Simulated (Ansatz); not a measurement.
Species: BNH$_{6}$, charge 0, triplet. This triplet is an excited state, 5.6 eV above the singlet at CCSD(T)/cc-pVQZ (Ansatz, an electronic-structure program). BNH6 (parent SMILES [NH3+][BH3-], triplet).
B3LYP-D3(BJ)/def2-TZVP minimum from Ansatz:
```xyz
8

B     -0.8153     0.0506     0.1246
N      0.7087    -0.0759    -0.0073
H     -1.4364    -0.1385    -0.9692
H     -1.3167     0.9464    -0.6265
H     -1.4106    -0.1946     1.1091
H      1.0209    -1.0681     0.1905
H      1.1986     0.5421     0.6991
H      1.0601     0.1910    -0.9750
```
Charge 0, spin multiplicity 3.

Total energies in aug-cc-pVDZ, 14 correlated electrons, 2 frozen orbitals. Open shells are spin-unrestricted; no spin-orbit coupling. Cores are frozen in correlated methods. No relativity. The spin of H6BN (parent SMILES [BH3-][NH3+], triplet) was assumed, and the state is the lowest solution found for it.

| method | program | energy (Eh) | minus CCSDT(Q) (mEh) |
|---|---|---|---|
| HF | Ansatz | -82.44707 | 349.61 |
| MP2 | Ansatz | -82.75104 | 45.64 |
| CCSD | Ansatz | -82.78507 | 11.61 |
| CCSD(T) | Ansatz | -82.79522 | 1.46 |
| CCSDT(Q) | Ansatz | -82.79668 | 0.00 |

Rough core times of Ansatz's runs on a shared machine: CCSD(T) 50 s, CCSDT(Q) 40 min.
